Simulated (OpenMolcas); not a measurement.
An atom or ion with 4 electrons was computed by MS-CASPT2, IPEA 0.25 Eh, imaginary shift 0.1 Eh with spin-orbit coupling (OpenMolcas, ANO-RCC-VTZP, DKH2). The lowest levels that the run gave, each within 12 % of the measured value where one is at hand:

| J | Parity | E (cm⁻¹) | g |
| --- | --- | --- | --- |
| 0 | even | 0.0 |  |
| 0 | odd | 52330 |  |
| 1 | odd | 52357 | 1.501 |
| 2 | odd | 52411 | 1.501 |
| 1 | odd | 104330 | 1.000 |
| 0 | even | 137638 |  |
| 1 | even | 137664 | 1.501 |
| 2 | even | 137717 | 1.501 |
| 2 | even | 147397 | 1.000 |
| 0 | even | 183959 |  |

Question: Which ion is it, and what are the configurations and terms?

Answer: C III (Z = 6, charge +2; active space 2 electrons in 8 orbitals (2s 2p 3s 3p)). J, parity and g give the terms where levels are pure, and mixed ones are named by the computed weights; the size of the splittings, set against known spectra of the 4-electron sequence, gives the charge. In order, with the measured energies in cm⁻¹ (Moore, Selected Tables of Atomic Spectra, NSRDS-NBS 3, section 3): 2s² ¹S₀, 2s 2p ³P°₀ (52367), 2s 2p ³P°₁ (52391), 2s 2p ³P°₂ (52447), 2s 2p ¹P°₁ (102352), 2p² ³P₀ (137426), 2p² ³P₁ (137454), 2p² ³P₂ (137502), 2p² ¹D₂ (145876), 2p² ¹S₀ (182520).

Active for correlation alone: 3p 3s; no level in the range computed is led by a configuration that fills them, so any true level of that kind is missing. Measured partners are found by configuration, term and J. A level has none where our copy of the source lacks it or the pairing is in doubt (some pairs that miss far off the trend of their configuration count as doubtful), and it then counts in no deviation. Only configurations of the active space appear.

° marks odd parity.
